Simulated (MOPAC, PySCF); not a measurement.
C8H9FSi, SMILES `C=C(F)c1cccc([SiH3])c1` (F–C–C–C torsion 179°), neutral singlet in the gas phase. 

Cartesian coordinates (Å):
```xyz
19

C     -3.5214    -0.1601    -0.0432
C     -2.3009    -0.6473    -0.2741
F     -2.1925    -1.8714    -0.8083
C     -0.9977    -0.0157    -0.0162
C     -0.8966     1.2799     0.5142
C      0.3482     1.8485     0.7455
C      1.5133     1.1375     0.4527
C      1.4430    -0.1570    -0.0765
Si     3.0025    -1.1386    -0.4508
C      0.1788    -0.7172    -0.3063
H     -3.6611     0.8273     0.3922
H     -4.4005    -0.7557    -0.2901
H     -1.7982     1.8504     0.7448
H      0.4137     2.8589     1.1559
H      2.4855     1.6028     0.6377
H      4.1795    -0.2188    -0.4216
H      3.2116    -2.2188     0.5626
H      2.9028    -1.7816    -1.7962
H      0.0899    -1.7230    -0.7224
```
Charge 0, multiplicity 1.

All levels are single points at this geometry (PBE0-D3(BJ)/def2-SVP); Pople sets use spherical d functions. Orbital energies aren't observables, and empty levels follow the basis.

PM6 in MOPAC gives HOMO (eV) = -9.42.

Estimate the HOMO (eV) from each of these levels: PBE-D3(BJ)/def2-TZVP in PySCF; PBE0-D3(BJ)/def2-TZVP in PySCF; B3LYP/6-31G* in PySCF; BP86/6-31G* in PySCF; PM3 in MOPAC.


```csv
level,HOMO (eV)
PBE-D3(BJ)/def2-TZVP in PySCF,-5.87
PBE0-D3(BJ)/def2-TZVP in PySCF,-6.85
B3LYP/6-31G* in PySCF,-6.30
BP86/6-31G* in PySCF,-5.61
PM3 in MOPAC,-9.22
```
